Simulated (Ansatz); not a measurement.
CBF$_{2}$NO (`O=C=NB(F)F`), relaxed with RKS PBE0-D4/def2-TZVP in Ansatz from a PBE-D4/def2-SVP geometry. The force threshold is 0.005 eV/Å; the program also tests the step.

Total charge 0; spin multiplicity 1.

Start:

```xyz
6

O    -0.931    1.974   -1.581
C    -0.489    1.070   -0.970
N    -0.013    0.113   -0.399
B     0.357   -0.768    0.650
F     1.033   -1.879    0.383
F     0.042   -0.510    1.916
```

```json
{"step": "1", "energy (eV)": "-10681.8122", "largest force (eV/Å)": "1.451", "largest move (Å)": "0.000"}
{"step": "2", "energy (eV)": "-10681.8568", "largest force (eV/Å)": "0.222", "largest move (Å)": "0.033"}
{"step": "3", "energy (eV)": "-10681.8587", "largest force (eV/Å)": "0.115", "largest move (Å)": "0.007"}
{"step": "4", "energy (eV)": "-10681.8594", "largest force (eV/Å)": "0.127", "largest move (Å)": "0.006"}
{"step": "5", "energy (eV)": "-10681.8623", "largest force (eV/Å)": "0.139", "largest move (Å)": "0.026"}
{"step": "6 (rejected)", "energy (eV)": "-10681.8521", "largest force (eV/Å)": "0.934", "largest move (Å)": "0.193"}
{"step": "7", "energy (eV)": "-10681.8691", "largest force (eV/Å)": "0.201", "largest move (Å)": "0.093"}
{"step": "8", "energy (eV)": "-10681.8732", "largest force (eV/Å)": "0.020", "largest move (Å)": "0.052"}
{"step": "9", "energy (eV)": "-10681.8733", "largest force (eV/Å)": "0.018", "largest move (Å)": "0.006"}
{"step": "10", "energy (eV)": "-10681.8734", "largest force (eV/Å)": "0.003", "largest move (Å)": "0.008"}
```

End:

```xyz
6

O    -0.957    1.974   -1.386
C    -0.470    1.028   -0.932
N     0.062    0.018   -0.551
B     0.358   -0.756    0.595
F     1.024   -1.882    0.470
F    -0.017   -0.382    1.803
```

Run time 38 s (2 threads of a server CPU on a shared host); peak host memory 0.37 GiB.
